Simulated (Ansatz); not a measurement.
Reaction (substitution at a C–N bond): `C=CN(C)[SiH3]` + `[OH][Ti]([Cl])([Cl])[Cl]` → `C=C[O][Ti]([Cl])([Cl])[Cl]` + `CN[SiH3]`

Gas-phase electronic energies from Ansatz, PBE0-D4/def2-TZVP geometries. CCSD(T)/CBS adds triple-zeta CCSD(T) − MP2 to the extrapolated MP2 energy (def2 sets, frozen cores). Functionals use def2-TZVPP. B3LYP here is the variant with VWN-RPA as its local correlation; programs differ in this. For Ti outer-core shells are correlated without core-valence functions, which leaves a few kJ/mol of doubt a bond. Scalar relativity is left out up to krypton. Each species was taken in one conformer, which may not be the lowest.

```csv
level,ΔE (kJ/mol),difference from CCSD(T)/CBS
PBE-D4,22.7,-0.7
r2SCAN-D4,23.3,-0.1
PBE0-D4,25.4,2.0
B3LYP-D4,19.8,-3.6
ωB97X-V,26.7,3.3
ωB97M-V,28.4,5.0
B2PLYP,16.4,-7.0
PBE,19.5,-3.9
r2SCAN,22.9,-0.5
PBE0,23.0,-0.4
B3LYP,14.4,-9.0
HF/def2-TZVPP,13.2,-10.2
MP2/def2-TZVPP,26.4,3.0
SCS-MP2/def2-TZVPP,22.2,-1.2
CCSD/def2-TZVPP,22.8,-0.6
CCSD(T)/def2-TZVPP,21.1,-2.3
HF/def2-QZVPP,13.3,-10.1
MP2/def2-QZVPP,27.7,4.3
SCS-MP2/def2-QZVPP,23.5,0.1
HF/CBS(def2),13.3,-10.1
MP2/CBS(def2),28.6,5.2
CCSD/CBS(def2),25.1,1.7
CCSD(T)/CBS,23.4,0
```

Largest T1 diagnostic among the species: 0.024, so the coupled-cluster value is less sure than usual.

From PBE to PBE0 (25 % exact exchange), in def2-TZVPP and without D4, ΔE moves by +3.5 kJ/mol. The D4 term adds +5.3 kJ/mol with B3LYP and +2.4 kJ/mol with PBE0; it sums over pairs of atoms, weighted by their polarisabilities, and B3LYP, whose exchange is more repulsive, gets the larger term.
